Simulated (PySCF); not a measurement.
GeH3Br, SMILES [GeH3][Br].

The structure is a stationary point at B3LYP-D3(BJ)/def2-TZVP.

Vertical ionisation energy (IE) and electron affinity (EA) in eV. Rows of orbital energies are one-electron estimates. Where ΔSCF, EOM or ADC give a negative EA the extra electron is unbound and the value depends on the basis.

```csv
level,IE,EA
"−ε(HOMO), −ε(LUMO), M06-2X/def2-TZVPD (PySCF)",9.45,0.12
ADC(2)/aug-cc-pVDZ (PySCF),10.23,-0.48
```

Q: Beyond the first one, list the lowest photoelectron lines from ADC(2)/aug-cc-pVDZ in PySCF with their pole strengths (two spins summed). (An estimate is asked for; the answer gives what the named calculation found.)

A: 12.13 eV (1.83), 13.08 eV (1.84), 13.08 eV (1.84), 18.65 eV (1.77).
